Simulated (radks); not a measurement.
Values are calculated unless marked as measured or tabulated.
All-electron atom: Ge3+ in [Ar] 3d10 4s1.

Code: a radial shooting solver on a logarithmic mesh with Libxc functionals. Model: Dirac Kohn-Sham, OLYP, spin-unpolarised, spherical densities, finite nucleus; Fermi nuclear charge, rms radius 4.0742 fm.

Energy parts (eV):
| part | energy |
|---|---|
| total | -57082.150 |
| kinetic | 58293.302 |
| electron-nucleus | -136780.475 |
| Hartree | 23575.696 |
| exchange-correlation | -2170.673 |

Orbitals (lengths in bohr, moments of r in powers of bohr):
1s1/2: occ. 2; eigenvalue (eV) -10990.91; <r^4> 0.00002276
2s1/2: occ. 2; eigenvalue (eV) -1406.652; <r^4> 0.004684
2p1/2: occ. 2; eigenvalue (eV) -1255.283; <r^4> 0.003288
2p3/2: occ. 4; eigenvalue (eV) -1223.406; <r^4> 0.003511
3s1/2: occ. 2; eigenvalue (eV) -202.9238; <r^4> 0.3238
3p1/2: occ. 2; eigenvalue (eV) -152.9245; <r^4> 0.3977
3p3/2: occ. 4; eigenvalue (eV) -148.6439; <r^4> 0.4243
3d3/2: occ. 4; eigenvalue (eV) -63.8063; <r^4> 0.9857
3d5/2: occ. 6; eigenvalue (eV) -63.2085; <r^4> 1.012
4s1/2: occ. 1; eigenvalue (eV) -39.8918; <r^4> 24.14
4p1/2: occ. 0; eigenvalue (eV) -29.9498; <r^4> 46.03
4p3/2: occ. 0; eigenvalue (eV) -29.5861; <r^4> 48.20
4d3/2: occ. 0; eigenvalue (eV) -17.1211; <r^4> 196.0
4d5/2: occ. 0; eigenvalue (eV) -17.0884; <r^4> 197.6

The highest occupied level is 4s1/2 at -39.892 eV. The electron density at the nucleus is 3.169e+04 e/bohr^3. The density falls to 0.001 e/bohr^3 at r = 3.07 bohr.
